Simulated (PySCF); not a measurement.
hydrogen bromide (BrH), SMILES Br.

Geometry: PBE-D3(BJ)/def2-TZVPD.

Two levels are set side by side: PBE/def2-TZVPD (PySCF) and r2SCAN/def2-TZVPD (PySCF). Same geometry, gas phase. Differences are taken from unrounded values.

```json
[
 {"quantity": "orbital gap (eV)", "r2SCAN": "6.83"},
 {"quantity": "highest occupied level (eV)", "r2SCAN": "-7.78"},
 {"quantity": "lowest empty level (eV)", "r2SCAN": "-0.95"},
 {"quantity": "dipole moment (D)", "r2SCAN": "0.89"},
 {"quantity": "mean polarisability (bohr³)", "r2SCAN": "24.5"}
]
```

Question: What does PBE give, and how far is it from r2SCAN? (Estimate from the structure and the level; the computed values follow.)

Answer: 
```csv
quantity,PBE,PBE minus r2SCAN
orbital gap (eV),6.04,-0.79
highest occupied level (eV),-7.47,0.32
lowest empty level (eV),-1.42,-0.47
dipole moment (D),0.83,-0.06
mean polarisability (bohr³),25.3,0.9
```

Rough cost on one machine, each run with all the roots and properties that it gave: r2SCAN against PBE about 3 times.
